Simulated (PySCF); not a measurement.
Delta-SCF ions had no search for a lower state. 

Z-matrix (Å, degrees):
```
C
C 1 1.3342
H 2 1.0820 1 122.12
H 2 1.0854 3 116.40 1 -180.00
C 1 1.4616 2 119.38 3 -180.00
C 5 1.3241 1 124.22 2 -180.00
H 6 1.0805 5 124.15 1 0.00
H 5 1.0854 6 118.73 7 180.00
Cl 6 1.7230 7 112.88 5 180.00
Si 1 1.8721 2 118.98 3 0.00
H 10 1.4766 1 108.15 2 0.00
H 10 1.4799 11 109.71 3 120.93
H 10 1.4799 11 109.71 12 118.15
```
Charge 0, spin multiplicity 1.

**Question.** Predict the LUMO, vertical ionisation energy (Delta-SCF) and HOMO from PySCF 2.14.0 with CAM-B3LYP-D3(BJ)/def2-TZVP.

**Answer.** 
```json
{
 "LUMO": "-0.17 eV",
 "vertical ionisation energy (Delta-SCF)": "8.85 eV",
 "HOMO": "-8.15 eV"
}
```
